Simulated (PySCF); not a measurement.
**Exercise with solution: entropy of an ideal gas**

BeHF, SMILES [F][BeH].

Coordinates come from a PBE0-D3(BJ)/def2-TZVPD optimisation.

PySCF with PBE0-D3(BJ)/def2-TZVPD gives the harmonic wavenumbers 558, 558, 1187, 2192 cm⁻¹ and the rotational temperature 1.4750 K. The molar mass is 29.02 g/mol, the symmetry number 1, the spin multiplicity 1.

Task: Work out the entropy at 298.15 K and 1 atm in the rigid-rotor, harmonic-oscillator model.

Result: 
Translation (Sackur–Tetrode at 1 atm): S = R[1.5 ln M + 2.5 ln T − 1.16487] = 150.8 J/(mol K).
Rotation: q = T/(σ θ) = 202, S = R[ln q + 1] = 52.5 J/(mol K).
Vibration: with u = 1.4388 ν/T, each mode gives R[u/(e^u − 1) − ln(1 − e^−u)]:
```tsv
ν (cm⁻¹)	modes	u	S (J/(mol K))
558	2	2.69	4.42
1187	1	5.73	0.18
```
The stiffer modes add less than 0.005 each. Sum 4.6 J/(mol K).
Spin: R ln 1 = 0.0 J/(mol K).
Total 207.8 J/(mol K); the program's own thermochemistry gives 207.8. Translation makes up 73 % and vibration 2 %. Anharmonicity, hindered rotation and orbital degeneracy are left out.
